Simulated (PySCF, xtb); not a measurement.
Si(Cl)2(Me)(NH2) (CH5Cl2NSi), SMILES C[Si](N)(Cl)Cl.

xtb 6.7.1 with GFN2-xTB at its own geometry gives an orbital gap of 6.70 eV and a dipole moment of 3.46 D.

The structure is a stationary point at TPSSh-D3(BJ)/def2-SVP. This is a generated structure with no PubChem entry under its InChIKey; it may be hypothetical. Other conformers were not sampled.

Task: What does PBE/def2-TZVP (PySCF) give? (Estimate from the structure and the level; the computed values follow.)

Result: gap 6.25 eV (levels -6.57 and -0.33 eV), dipole 2.48 D.
